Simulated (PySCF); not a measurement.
# Reading the logs of faulty runs: AlH5NOSi

All numbers below are calculated, not measured. The program is PySCF 2.14.0, an open-source quantum chemistry code, run on an isolated molecule that a program drew, which may never have been made. The molecule is AlH5NOSi (charge 0, doublet), drawn as the SMILES string `O[SiH][NH][AlH2]`.

Each row is a Hartree-Fock (HF) and frozen-core CCSD(T) single point in the cc-pV(D+d)Z basis, meant for a local HF minimum. Run 1 is clean. Each other run has one planted mistake out of seven kinds, and not every kind appears here: one electron removed, one electron added, multiplicity raised by two, geometry at a saddle point, minimal basis STO-3G, one bond length entered in bohr, all coordinates scaled. The reference is restricted for singlets and unrestricted otherwise, and also for a bond in bohr. Adding or removing an electron swaps singlet and doublet. Electrons count all cores. HOMO and LUMO are orbital energies over both spins, the gradient is its largest component, and the lowest frequency (negative if imaginary) is given only where the gradient is small. Bond lengths are over the 8 bonds as drawn. T1 is the CCSD diagnostic: over 0.02 (restricted) or 0.045 (unrestricted) a single reference is doubtful.

Geometry of the clean run:
```xyz
9
AlH5NOSi, angstrom
O    -3.1494    0.1229   -0.9173
Si   -1.7624   -0.5884   -1.4751
N    -0.3905   -0.2069   -0.4935
Al    1.2210    0.4525   -0.9053
H    -3.1317    1.0486   -0.7184
H    -1.4357   -0.1257   -2.8493
H    -0.5065   -0.4843    0.4699
H     2.2881    0.5538    0.2523
H     1.5068    0.9135   -2.3830
```

```
run  electrons  basis functions  <S^2>  HOMO (eV)  LUMO (eV)  gradient (hartree/bohr)  lowest frequency (cm^-1)  mean bond (Å)  longest bond (Å)      T1  HF (hartree)  CCSD(T) (hartree)                          mistake
  1         47               99  0.753      -8.54       1.62                  6.4e-06                        70         1.4711             1.789  0.0151    -663.14361         -663.69928                         no fault
  2         47               99  1.540      -8.35       1.16                  9.5e-03                         -         1.6466             2.981  0.0521    -663.04253         -663.59003  one bond length entered in bohr
  3         47               33  0.752      -5.39       6.55                  4.7e-02                         -         1.4711             1.789  0.0178    -655.10752         -655.29319             minimal basis STO-3G
  4         46               99  0.000     -15.70      -6.52                  1.1e-01                         -         1.4711             1.789  0.0204    -662.86551         -663.42370             one electron removed
  5         47               99  0.752      -8.19       1.80                  6.8e-02                         -         1.3931             1.694  0.0135    -663.11517         -663.66190           all coordinates scaled
  6         48               99  0.000       0.17       5.61                  1.1e-01                         -         1.4711             1.789  0.0352    -663.09624         -663.69307                                ?
```

**Which mistake was planted in run 6, and what did it cost?**

It counts 48 electrons, one more than the clean run, at the same geometry and basis. So the mistake is: one electron added. Subtracting run 1 and multiplying by 627.51 kcal/mol a hartree, the energy moved by 29.7 kcal/mol in HF and 3.9 kcal/mol in CCSD(T).

Cautions from the logs. Run 2: T1 is over the limit, so its CCSD(T) energy is less reliable; run 4: T1 is over the limit, so its CCSD(T) energy is less reliable; run 6: T1 is over the limit, so its CCSD(T) energy is less reliable and the HOMO is above zero, so the electron isn't bound and the energy depends on the basis.
